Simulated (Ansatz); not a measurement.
One geometry of Rb2F3⁻, several levels of theory.

```yaml
crystal:
  periodic: [false, false, false]
  atoms:
    - {symbol: Rb, position_ang: [-0.851307, -1.395492, 0.970946]}
    - {symbol: Rb, position_ang: [1.225179, 1.386615, -0.435559]}
    - {symbol: F, position_ang: [1.114147, -0.025001, 1.595553]}
    - {symbol: F, position_ang: [-1.332915, 0.670458, -0.642204]}
    - {symbol: F, position_ang: [-0.155103, -0.636570, -1.488736]}
basis:
  gaussian: {orbitals: def2-TZVPD, initial_orbitals: start.molden}
total_charge: -1
hamiltonian: {xc: r2scan, dispersion: d4}
scf: {omitted_lower_state_checks: [starts]}
output: {orbitals: {seedname: orbitals}}
```

The file start.molden holds the orbitals of an earlier run on this structure, at another level or in another basis.

```sh
$ ansatz run in.yaml --threads 4 --pin off --events-out ev --progress --plain --max-ram 3916MiB
```

It prints (some lines left out):

```
Functional definition: r2SCAN
1239 factors; their error is unknown
mean field evaluation 1: about -9466.7829 eV, gradient 4.2e0 eV
mean field evaluation 2: about -9466.8195 eV, gradient 7.3e-1 eV
mean field evaluation 4: about -9466.8189 eV, gradient 1.6e-1 eV
mean field evaluation 8: about -9466.8247 eV, gradient 4.8e-1 eV
mean field evaluation 16: about -9466.8448 eV, gradient 4.9e-2 eV
mean field evaluation 32: about -9466.8450 eV, gradient 1.2e-2 eV
a density is far from that of the atoms, so the factors are made again for it
1480 factors; integrals over basis functions are off by at most 6.8e-4 eV
mean field -9466.84496001 eV, -347.9001354223 hartree, gradient 3.9e-6 eV, S^2 0.000000; 0 other end points of the search recorded, 0 dependent functions left out
reference -9466.84498218 eV, -347.9001362373 hartree; 23, 23 occupied and 163, 163 virtual orbitals, 1480 factors
Total energy: -9466.86342119 eV, -347.9008138581 hartree
Checks for a lower state left out: starts
```

Hardware: 4 threads of Arm Neoverse V2 on a shared host. Wall time 29 s.

First input, but with `hamiltonian: {xc: pbe0, dispersion: d4}` (abridged; 3.2 s):

```
Functional definition: PBE0
mean field -9461.17609439 eV, -347.6918084533 hartree, gradient 1.3e-5 eV, S^2 0.000000
Total energy: -9461.25245406 eV, -347.6946146194 hartree
Checks for a lower state left out: starts
```

The first input with `hamiltonian: {xc: pbe, dispersion: d4}` (abridged; 12 s):

```
Functional definition: PBE
mean field evaluation 16: about -9461.7894 eV, gradient 8.3e-2 eV
mean field evaluation 32: about -9461.7911 eV, gradient 8.5e-4 eV
a density is far from that of the atoms, so the factors are made again for it
mean field -9461.79107347 eV, -347.7144085176 hartree, gradient 2.5e-6 eV, S^2 0.000000
Total energy: -9461.88090070 eV, -347.7177096075 hartree
Checks for a lower state left out: starts
```

Geometry: PBE0-D4/def2-SVP, that of the neutral doublet.

In the def2 sets Rb takes a core potential; there is no spin–orbit coupling. At r2SCAN-D4/def2-TZVPD, PBE0-D4/def2-TZVPD, PBE-D4/def2-TZVPD the highest occupied level of the charge -1 singlet lies above zero (up to 1.39 eV). By energy differences its removal costs 0.88 eV (vertical, to the charge 0 doublet, at r2SCAN-D4/def2-TZVPD); a positive level beside a positive removal energy at the same level points to self-interaction error. The structure comes from a short search, and lower isomers may exist.
